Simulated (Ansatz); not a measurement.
A made-up structure of LiSiH$_{3}$O$_{2}$, singlet:

```json
{"atom": "Li1", "x (Å)": "-2.4604", "y (Å)": "-0.0398", "z (Å)": "-1.5623"}
{"atom": "O2", "x (Å)": "-1.0579", "y (Å)": "0.3783", "z (Å)": "-0.8563"}
{"atom": "Si3", "x (Å)": "0.2587", "y (Å)": "0.3099", "z (Å)": "0.0216"}
{"atom": "O4", "x (Å)": "0.3450", "y (Å)": "-1.1751", "z (Å)": "0.7702"}
{"atom": "H5", "x (Å)": "1.5069", "y (Å)": "0.4798", "z (Å)": "-0.7930"}
{"atom": "H6", "x (Å)": "-3.8628", "y (Å)": "-0.4447", "z (Å)": "-0.9320"}
{"atom": "H7", "x (Å)": "1.1122", "y (Å)": "-1.3129", "z (Å)": "1.3274"}
```

It is relaxed with PBE-D4/def2-SVP and then PBE0-D4/def2-TZVP (Ansatz 0.2.0). Atoms count as bonded within 1.22 times the sum of their covalent radii (H–H: 0.88 Å). The end point is not checked to be a true minimum.

Task: Does its bonding change? (A judgement: the text doesn't fix the answer.)

Result: By the calculation: No: no bond forms or breaks.

Where it ends: The first stage lowers the energy by 0.79 eV in 30 steps. It ends as LiSiH₃O₂ ([LiH][O][SiH][OH]):
Li1  (-2.884, -0.066, -1.180)
O2  (-1.148, -0.158, -0.574)
Si3  (0.297, -0.183, -0.130)
O4  (0.830, -1.048, 1.107)
H5  (1.372, 0.580, -0.784)
H6  (-4.384, 0.104, -1.815)
H7  (1.758, -1.033, 1.352)
(Å)

Labels in which every atom is bracketed show which atoms are joined, not bond orders.

For scale, one of the runs: PBE0-D4/def2-TZVP relaxation, 131 basis functions, launched by `ansatz run in.yaml --threads 2 --pin off --events-out ev --progress --plain --max-ram 4352MiB`. Hardware: 2 CPU threads of an Arm Neoverse V2, shared host. Wall time about 31 s.
